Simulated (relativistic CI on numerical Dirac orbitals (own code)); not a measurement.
d3 in a ligand field

Computed with a parametric ligand-field model of a d^n configuration (Racah B and C, spin-orbit zeta, crystal field), exact diagonalisation.

Field parameters in Wybourne normalisation: Oh B⁴₀ = 21Dq, B⁴₄ = √(5/14) B⁴₀; Td as Oh with Dq negative (B⁴₀ = 21Dq, B⁴₄ = √(5/14) B⁴₀). The field is a parameter set, without covalency.

(1) Ground term and bands for B = 680, C = 2800, ζ = 0 cm⁻¹, Oh, 10Dq = 8950 cm⁻¹?

(2) Ground term and bands for B = 670, C = 3370, ζ = 0 cm⁻¹, Td, 10Dq = -4250 cm⁻¹?

(3) Ground term and bands for B = 880, C = 4290, ζ = 0 cm⁻¹, Td, 10Dq = -7400 cm⁻¹?

(4) A d3 ion in Td symmetry has the ground term 4T1 and bands at 4T2 4465 cm⁻¹ (2239 nm), 2E 6748 cm⁻¹ (1482 nm), 4A2 9615 cm⁻¹ (1040 nm), 2T1 10756 cm⁻¹ (930 nm), 2T2 10956 cm⁻¹ (913 nm), 4T1 12631 cm⁻¹ (792 nm). Which parameters reproduce them?

(5) Ground term and bands for B = 380, C = 1420, ζ = 0 cm⁻¹, Oh, 10Dq = 22850 cm⁻¹?

Results:

(1) Ground term 4A2 with 0.00 electrons in the two orbitals of the cubic e set. Spin-allowed: 4T2 8950 cm⁻¹ (1117 nm), 4T1 14207 cm⁻¹ (704 nm), 4T1 22843 cm⁻¹ (438 nm). Lowest spin-forbidden: 2E 13074 cm⁻¹ (765 nm), 2T1 13723 cm⁻¹ (729 nm), 2T2 18431 cm⁻¹ (543 nm). With an A2 ground term the first spin-allowed band lies at |10Dq| itself.

(2) Ground term 4T1 with 1.89 electrons in the two orbitals of the cubic e set. Spin-allowed: 4T2 3625 cm⁻¹ (2758 nm), 4A2 7875 cm⁻¹ (1270 nm), 4T1 13051 cm⁻¹ (766 nm). Lowest spin-forbidden: 2E 10712 cm⁻¹ (934 nm), 2T1 13700 cm⁻¹ (730 nm), 2T2 13835 cm⁻¹ (723 nm).

(3) Ground term 4T1 with 1.91 electrons in the two orbitals of the cubic e set. Spin-allowed: 4T2 6403 cm⁻¹ (1562 nm), 4A2 13803 cm⁻¹ (724 nm), 4T1 18607 cm⁻¹ (537 nm). Lowest spin-forbidden: 2E 11977 cm⁻¹ (835 nm), 2T1 17555 cm⁻¹ (570 nm), 2T2 17897 cm⁻¹ (559 nm).

(4) B = 590, C = 2540, ζ = 0 cm⁻¹, Td, 10Dq = -5150 cm⁻¹.

(5) Ground term 4A2 with 0.00 electrons in the two orbitals of the cubic e set. Spin-allowed: 4T2 22850 cm⁻¹ (438 nm), 4T1 27146 cm⁻¹ (368 nm), 4T1 47104 cm⁻¹ (212 nm). Lowest spin-forbidden: 2E 7298 cm⁻¹ (1370 nm), 2T1 7546 cm⁻¹ (1325 nm), 2T2 11800 cm⁻¹ (847 nm). With an A2 ground term the first spin-allowed band lies at |10Dq| itself.
